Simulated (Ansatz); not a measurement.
Input for Ansatz (a quantum-chemistry and plane-wave program): U-wB97X-V/cc-pV(T+d)Z on FHSi (SMILES F[SiH]), a point of a bond scan (R = 2.307 Å). Files ending in .json are basis or fitting sets from the Basis Set Exchange.

Ansatz 0.2 input:
```yaml
crystal:
  periodic: [false, false, false]
  atoms:
    - {symbol: Si, position_ang: [-0.20727404, -0.34538525, 0.44957300]}
    - {symbol: H, position_ang: [-1.40102645, -1.61965447, -1.05843814]}
    - {symbol: F, position_ang: [0.43388284, 0.67003240, -0.63758381]}
basis:
  gaussian:
    orbitals: cc-pV_T+d_Z.json
hamiltonian:
  xc: {name: wB97X-V}
magnetization: {spin_polarized: true, initial_magnetization: 0}
```

It printed:

```
WARN ansatz: RAYON_NUM_THREADS=1 ignored (pool sized by the plan → 1); use --threads N
Functional definition: wB97X-V
integrals: 0.02 GiB planned
523 factors; their error is unknown
integrals: 0.06 GiB planned
100 factors; integrals over basis functions are off by at most 3.4e-5 eV
mean field: 0.31 GiB planned
mean field evaluation 1: about -10605.7843 eV, gradient 2.3e1 eV
mean field evaluation 2: about -10605.4670 eV, gradient 3.1e1 eV
mean field evaluation 4: about -10607.9323 eV, gradient 5.0e-1 eV
mean field evaluation 8: about -10607.9681 eV, gradient 8.8e-2 eV
mean field evaluation 16: about -10607.9681 eV, gradient 8.4e-5 eV
mean field -10607.96808591 eV, -389.8356368182 hartree, gradient 4.4e-5 eV, S^2 0.000000; 2 other end points of the search recorded, 0 dependent functions left out
reference -10607.96808458 eV, -389.8356367695 hartree; 12, 12 occupied and 71, 71 virtual orbitals, 523 factors
Total energy: -10607.96808458 eV, -389.8356367695 hartree
```

The run converged.

Cost: about 2.9 core-seconds (a rough figure).
